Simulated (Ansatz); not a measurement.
```xyz
6

C     0.0000    0.0000   -0.7185
C     0.0000    0.0000    0.7185
H     0.0000   -1.0056   -1.3395
H     0.0000    1.0056   -1.3395
H     0.0000   -1.0056    1.3395
H     0.0000    1.0056    1.3395
```

Basis set: cc-pVDZ (spherical functions). Left uncorrelated: 2 orbitals. Charge 0, multiplicity 1.

Computed with Ansatz (development build ahead of 0.2.0); each method stands on the lowest determinant of its kind that the runs found. Restricted open shells among the atoms or ions are ROHF, correlated in semicanonical orbitals with singles.

The atomization energy at this shape (free ground-state atoms in the same class of orbitals less the molecule, no zero-point energy) of singlet C2H4:

```tsv
method	atomization energy
RHF-MP2	2144.5 kJ/mol
```

Question: What does RHF give?

Answer: 1680.3 kJ/mol. Caution: the shape is not the minimum.
